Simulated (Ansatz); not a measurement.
`PO[AsH2]` + `C[SiH2][GaH2]` → `[GaH2][AsH2]` + `C[SiH2]OP`  (redistribution)

Calculated with Ansatz (gas phase, PBE0-D4/def2-TZVP geometries, no zero-point term in ΔE). CCSD(T)/CBS adds triple-zeta CCSD(T) − MP2 to the extrapolated MP2 energy (def2 sets, frozen cores). Functionals use def2-TZVPP. For As, Ga outer-core shells are correlated without core-valence functions, which leaves a few kJ/mol of doubt a bond. Scalar relativity is left out up to krypton. Each species was taken in one conformer, which may not be the lowest.

```csv
level,ΔE (kcal/mol)
r2SCAN-D4,-44.1
PBE0,-42.4
HF/def2-TZVPP,-47.5
MP2/def2-TZVPP,-46.1
SCS-MP2/def2-TZVPP,-44.6
CCSD/def2-TZVPP,-44.6
HF/CBS(def2),-47.3
MP2/CBS(def2),-46.7
```

Problem. What does CCSD(T)/CBS give? (Estimate.)

Solution. Computed: -44.5 kcal/mol. The listed levels differ from it by 0.4, 2.1, -3.0, -1.6, -0.1, -0.1, -2.8, -2.2 kcal/mol.

Largest T1 diagnostic among the species: 0.013.

In def2-TZVPP, CCSD(T) changes the Hartree–Fock value by +3.5 kcal/mol (the triples alone add +0.6 kcal/mol) and MP2 by +1.4 kcal/mol. From PBE to PBE0 (25 % exact exchange), in def2-TZVPP and without D4, ΔE moves by −2.8 kcal/mol.
